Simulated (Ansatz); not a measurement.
**A geometry optimisation of C3H8BClSi with r2SCAN-D4/def2-SVP**

The starting geometry of this gas-phase singlet was optimised with GFN2-xTB; its bonds are those of `C=CB(Cl)C[SiH3]`.

```
atom    x (Å)    y (Å)    z (Å)
   C  -0.0015  -1.0972  -0.6898
   C  -1.0412  -0.2812  -0.8525
   C  -2.2927   1.9129  -1.8661
   B  -1.0090   1.0558  -1.6476
  Cl   0.5003   1.6431  -2.2352
  Si  -2.5360   3.1311  -0.4050
   H  -0.0629  -2.0203  -0.1348
   H   0.9615  -0.8651  -1.1176
   H  -1.9843  -0.5767  -0.4038
   H  -3.1941   1.3025  -1.9229
   H  -2.2487   2.5183  -2.7714
   H  -3.7174   3.9432  -0.7084
   H  -1.3618   3.9911  -0.2569
   H  -2.7566   2.3761   0.8308
```

Predict what becomes of its bonds when it is optimised with r2SCAN-D4/def2-SVP.

It keeps its bonds, and is `C=CB(Cl)C[SiH3]`.

The energy falls by 0.11 eV over 11 steps:

| step | E − E(last) (eV) |
| --- | --- |
| 1 | 0.107 |
| 2 | 0.021 |
| 3 | 0.003 |
| 4 | 0.003 |
| 5 | 0.001 |
| 7 | 0.000 |
| 8 | 0.000 |
| 9 | 0.000 |
| 10 | 0.000 |
| 11 | 0.000 |

Final geometry (Å):

```xyz
14

C    -0.0066   -1.0697   -0.6435
C    -1.0753   -0.2837   -0.8722
C    -2.2975    1.9252   -1.9004
B    -1.0372    1.0450   -1.6768
Cl    0.5273    1.6315   -2.3031
Si   -2.5183    3.0923   -0.4205
H    -0.0759   -2.0060   -0.0779
H     0.9839   -0.7930   -1.0241
H    -2.0443   -0.6113   -0.4677
H    -3.2187    1.3176   -1.9425
H    -2.2330    2.5633   -2.7969
H    -3.7449    3.9253   -0.6086
H    -1.3355    3.9925   -0.2871
H    -2.6682    2.3045    0.8402
```

No frequencies were run, so the end isn't proven a minimum. Run with Ansatz 0.2.0, 30 s on 2 threads of Intel(R) Xeon(R) Processor @ 2.70GHz (shared host).
